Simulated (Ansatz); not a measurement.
Frontier orbitals of `C[O][Zr]1234([CH3])([N](C)C)[C@@H]5[C@H]1[C@H]2[C@@]3([SiH3])[C@@H]54`.

Charge 0, multiplicity 1. Correlated methods include outer-core shells of Zr, which these sets cover unevenly. Zr takes the def2 core potential. All single points use the PBE0-D4/def2-TZVP geometry. It is one conformer, not always the lowest. Basis def2-TZVPP, the Gaussian-basis code of Ansatz.

```csv
functional,HOMO (eV),LUMO (eV),gap (eV)
PBE,-4.96,-1.40,3.56
r2SCAN,-5.14,-1.24,3.90
PBE0,-6.10,-0.55,5.55
r2SCANh,-5.58,-0.93,4.65
BHLYP,-7.18,0.45,7.63
LC-ωPBE,-8.68,1.60,10.28
ωB97M-V,-8.31,1.22,9.53
```

A quarter of exact exchange (PBE0) shifts PBE's HOMO by −1.14 eV and its LUMO by +0.85 eV; full exchange at long range (ωB97M-V) shifts them by −3.35 and +2.63 eV. The gap opens from 3.56 to 9.53 eV, since occupied levels lose self-interaction and empty ones feel all the electrons. A positive LUMO is unbound and depends on the basis.

LC-ωPBE has ω = 0.4 bohr⁻¹.
